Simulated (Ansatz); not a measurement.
H2Si2 (SMILES [Si]=[SiH2]) moved off its minimum; all values from Ansatz (an electronic-structure program), cores frozen in correlated methods.
(charge 0, multiplicity 1)
```xyz
4

Si    -0.9701    -0.0369     0.2086
Si     1.1825    -0.0267    -0.3050
H     -1.7936     1.0685    -0.2477
H     -1.8719    -0.9389     0.8905
```

Forces at r2SCAN/def2-TZVPP (eV/Å):

```
atom      Fx      Fy      Fz
----  ------  ------  ------
Si1    0.758   0.038  -0.214
Si2   -0.238  -0.042   0.089
H3    -0.252   0.679  -0.318
H4    -0.268  -0.676   0.442
```

Task: Give the forces (eV/Å), the total energy and the dipole at CCSD(T)/aug-cc-pV(T+d)Z.

Result: 
```tsv
atom	Fx	Fy	Fz
Si1	0.385	0.075	-0.147
Si2	0.027	-0.056	0.034
H3	-0.213	0.632	-0.300
H4	-0.199	-0.651	0.413
```
Energy -579.2074 hartree, dipole 0.25 D.

Doubts at one or more of the structures used: a restricted determinant that unrestricted orbitals would lower (CCSD(T)/aug-cc-pV(T+d)Z).
